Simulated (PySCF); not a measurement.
Compound: BH₁₀NSi₂.
Bonds: N1–B2, B2–Si3, Si3–Si4. Hydrogens: H5, H6, H7 on N1; H8, H9 on B2; H10, H11 on Si3; H12, H13, H14 on Si4.

Method: PBE0-D3(BJ)/def2-SVP geometry optimisation, gas phase (PySCF 2.14.0); density fitting, grid level 1; the optimiser is geomeTRIC in internal coordinates, started from a GFN2-xTB structure with every atom displaced at random (about 0.01 Å).

Step 0: E = -18068.5967 eV
```
atom  x, y, z in Å  |  force x, y, z in eV/Å
N1     -1.7099    0.2124    0.4257   -0.740   0.479  -1.170
B2     -1.0768   -0.9941   -0.4768   -0.149   0.355   1.037
Si3     0.6839   -0.3414   -1.0857    0.780   0.017  -0.034
Si4     1.9227    0.6188    0.6693   -1.626  -0.232   0.396
H5     -1.8917    1.0338   -0.1899    0.212  -0.528   0.667
H6     -2.6159   -0.0628    0.8190    0.261   0.046   0.086
H7     -1.0732    0.4946    1.1625    0.109   0.211   0.352
H8     -1.8460   -1.1884   -1.3500   -0.572  -0.181  -0.776
H9     -1.0095   -1.9122    0.2947    0.185  -0.479   0.172
H10     0.6408    0.7483   -2.0833   -0.137   0.534  -0.316
H11     1.6095   -1.2968   -1.7255    0.202  -0.460  -0.126
H12     2.3516   -0.3225    1.7080    0.192  -0.539   0.355
H13     0.9751    1.5373    1.4416    0.033  -0.105  -0.124
H14     3.0321    1.4580    0.3825    1.251   0.883  -0.519
```

Q: Estimate the geometry and energy of step 1. (The exact step hangs on the optimiser's Hessian estimate; all steps are aligned on step 0, rigid shifts and turns removed.)

A: E = -18068.7886 eV, largest force 0.353 eV/Å
```
atom  x, y, z in Å  |  force x, y, z in eV/Å
N1     -1.7479    0.2358    0.4122    0.220   0.262   0.088
B2     -1.0655   -0.9479   -0.4571   -0.045  -0.048  -0.235
Si3     0.7445   -0.3234   -1.1294   -0.020   0.087  -0.028
Si4     1.8944    0.6095    0.7004    0.189   0.106  -0.044
H5     -2.0745    1.0253   -0.1537    0.111  -0.135   0.008
H6     -2.5542   -0.1407    0.9002   -0.252  -0.035   0.161
H7     -1.1036    0.6160    1.1187   -0.130  -0.058  -0.133
H8     -1.8496   -1.1969   -1.3660    0.061  -0.021   0.068
H9     -0.9271   -1.8896    0.3092    0.025   0.002   0.011
H10     0.7091    0.8035   -2.1396    0.003  -0.055   0.057
H11     1.6177   -1.3864   -1.7279   -0.024  -0.002   0.036
H12     2.3123   -0.4058    1.7217    0.011  -0.011  -0.037
H13     0.9475    1.5259    1.4471   -0.029  -0.005  -0.023
H14     3.0898    1.4596    0.3564   -0.119  -0.088   0.072
```

The energy changes by -0.1920 eV. The first-order estimate −F·Δx gives -0.4493 eV and the mean of the old and new forces, exact on a quadratic surface, -0.2016 eV. The step makes an angle of 69° with the force vector and moves no atom by more than 0.187 Å.

What follows is the cost of the whole optimisation. Time: 40 s; peak memory 0.48 GiB. Hardware: one thread of an Arm Neoverse V1, on a shared host.
